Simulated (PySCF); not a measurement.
A structure optimised at PBE-D3(BJ)/def2-SVP, used in a PySCF frequency run:

```xyz
7

In    -0.0416    -0.6715     0.0000
F     -1.9467    -1.2179     0.0000
Br     0.1410     1.8234     0.0000
C      1.5415    -2.1358     0.0000
H      2.5160    -1.6160     0.0000
H      1.4287    -2.7602    -0.9058
H      1.4287    -2.7602     0.9058
```

Write its SMILES, formula and point group.

[CH3][In]([F])[Br], CH3BrFIn, Cs

What are its rotational constants (standard atomic weights)?

4.4614, 1.2022, 0.95295 GHz
